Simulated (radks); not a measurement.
Results of a calculation; reference values are marked as such.
All-electron atom: the germanium ion Ge9+ in [Ar] 3d5. Code: a radial shooting solver on a logarithmic mesh with Libxc functionals. Model: non-relativistic Kohn-Sham, TPSS, spin-polarised, spherical densities, point nucleus; open shells are filled with parallel spins first; meta-GGA in the generalised Kohn-Sham scheme.

X-ray form factor f0, the Fourier transform of the density (f0(0) = 23):

sin(theta)/lambda (1/angstrom)  f0 (electrons)
0.05                                    22.895
0.1                                     22.583
0.15                                    22.078
0.2                                     21.401
0.25                                    20.579
0.3                                     19.644
0.4                                     17.564
0.5                                     15.409
0.6                                     13.381
0.8                                     10.130
1                                        8.054
1.25                                     6.606
1.5                                      5.750
2                                        4.423
